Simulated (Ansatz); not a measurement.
The same path of CH4AlFO + H4Si (13 atoms, charge 0, multiplicity 1) was run twice with different band settings. Lost on the way: H5–Si6. Made: Al1–Si6, F2–H5.

Level of theory: Ansatz 0.2.0, RKS B3LYP-D4/cc-pVDZ.

Relaxed end points:

```xyz
13
Properties=species:S:1:pos:R:3
Al 1.108 0.297 0.466
F 1.917 -0.883 1.385
C 1.637 0.705 -1.356
O -0.034 1.305 1.302
H -0.513 -1.108 -0.171
Si -1.963 -0.983 0.240
H 2.550 1.326 -1.366
H 1.855 -0.211 -1.929
H 0.845 1.267 -1.877
H -0.182 1.200 2.250
H -2.046 -1.016 1.728
H -2.653 -2.174 -0.342
H -2.521 0.274 -0.329
```

```xyz
13
Properties=species:S:1:pos:R:3
Al 0.298 0.585 0.126
F 0.996 -1.141 1.184
C 1.517 0.628 -1.398
O 0.457 1.855 1.307
H 0.176 -1.640 1.202
Si -1.818 -0.726 0.110
H 2.535 0.912 -1.081
H 1.576 -0.336 -1.929
H 1.178 1.385 -2.127
H -0.200 2.016 1.993
H -1.393 -1.978 0.913
H -2.309 -1.320 -1.177
H -3.013 -0.241 0.876
```

Common settings: climbing image yes; spring 5.0 eV/Å²; optimiser quadratic models (default); start path through a guess of the saddle point; force threshold 0.05 eV/Å; end points relaxed.

| run | movable images | iteration limit |
| --- | --- | --- |
| 1 | 7 | 52 |
| 2 | 2 | 60 |

(1) What does each run give, and how far can it be trusted?

Answers

(1) Run 1: converged after 22 iterations, highest image 1.856 eV above the first end. Neighbouring images differ by up to 1.2 eV, so the band resolves the path poorly. A vibrational analysis at the climbing image gives one clearly imaginary mode, 531i cm⁻¹: a first-order saddle point.
Run 2: converged after 43 iterations, highest image 1.634 eV above the first end. Neighbouring images differ by up to 1.6 eV, so the band resolves the path poorly. The order of the stationary point at the top wasn't checked. So few images can step over the top or miss a turn of the path.
The orbitals stay closed-shell, which can raise the energy where a bond breaks towards radicals; this wasn't checked here.
